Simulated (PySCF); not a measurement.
# Reading the logs of faulty runs: BH6NOSi

All numbers below are calculated, not measured. The program is PySCF 2.14.0, an open-source quantum chemistry code, run on an isolated molecule that a program drew, which may never have been made. The molecule is BH6NOSi (charge 0, singlet), drawn as the SMILES string `NB[SiH2]O`.

Each row is a Hartree-Fock (HF) and frozen-core CCSD(T) single point in the cc-pV(D+d)Z basis, meant for a local HF minimum. Run 1 is clean. Each other run has one planted mistake out of seven kinds, and not every kind appears here: one electron removed, one electron added, multiplicity raised by two, geometry at a saddle point, minimal basis STO-3G, one bond length entered in bohr, all coordinates scaled. The reference is restricted for singlets and unrestricted otherwise, and also for a bond in bohr. Adding or removing an electron swaps singlet and doublet. Electrons count all cores. HOMO and LUMO are orbital energies over both spins, the gradient is its largest component, and the lowest frequency (negative if imaginary) is given only where the gradient is small. Bond lengths are over the 9 bonds as drawn. T1 is the CCSD diagnostic: over 0.02 (restricted) or 0.045 (unrestricted) a single reference is doubtful.

Geometry of the clean run:
```xyz
10
BH6NOSi, angstrom
N    -1.2628    0.1200   -3.0355
B    -0.3612   -0.2901   -2.0622
Si    0.3365    1.0054   -0.6576
O     1.9978    0.9328   -0.6589
H    -1.6285   -0.4969   -3.7321
H    -1.5991    1.0570   -3.1219
H    -0.0220   -1.4450   -2.0683
H    -0.1799    0.6726    0.6993
H    -0.1069    2.4050   -0.9248
H     2.4702    1.4487   -0.0235
```

| run | electrons | basis functions | <S^2> | HOMO (eV) | LUMO (eV) | gradient (hartree/bohr) | lowest frequency (cm^-1) | mean bond (Å) | longest bond (Å) | T1 | HF (hartree) | CCSD(T) (hartree) | mistake |
|---|---|---|---|---|---|---|---|---|---|---|---|---|---|
| 1 | 40 | 95 | 0.000 | -10.63 | 3.11 | 2.9e-05 | 60 | 1.3572 | 2.034 | 0.0140 | -446.50770 | -447.11181 | no fault |
| 2 | 40 | 30 | 0.000 | -8.55 | 8.45 | 4.5e-02 | - | 1.3572 | 2.034 | 0.0168 | -441.08691 | -441.29782 | minimal basis STO-3G |
| 3 | 40 | 95 | 0.000 | -10.61 | 2.75 | 4.5e-02 | - | 1.4346 | 2.150 | 0.0161 | -446.47966 | -447.09482 | all coordinates scaled |
| 4 | 39 | 95 | 0.767 | -17.43 | -8.08 | 9.6e-02 | - | 1.3572 | 2.034 | 0.0233 | -446.16396 | -446.75218 | one electron removed |
| 5 | 40 | 95 | 0.757 | -10.65 | 2.04 | 2.1e-02 | - | 1.4561 | 2.034 | 0.0532 | -446.36153 | -446.96745 | ? |

**Which mistake was planted in run 5, and what did it cost?**

The mean bond changes by a factor of 1.073 and the longest by 1.000, so the molecule wasn't scaled as a whole. A length L in bohr read as angstrom grows by (1/0.5292 - 1) L = 0.890 L. The 9 bonds together grew by 9 x 0.0989 = 0.890 Å, which gives L = 1.000 Å. That is the length of one of the H-N bonds, 1.000 Å in the clean geometry. So the mistake is: one bond length entered in bohr. Subtracting run 1 and multiplying by 627.51 kcal/mol a hartree, the energy moved by 91.7 kcal/mol in HF and 90.6 kcal/mol in CCSD(T).

Cautions from the logs. Run 5: T1 is over the limit, so its CCSD(T) energy is less reliable.
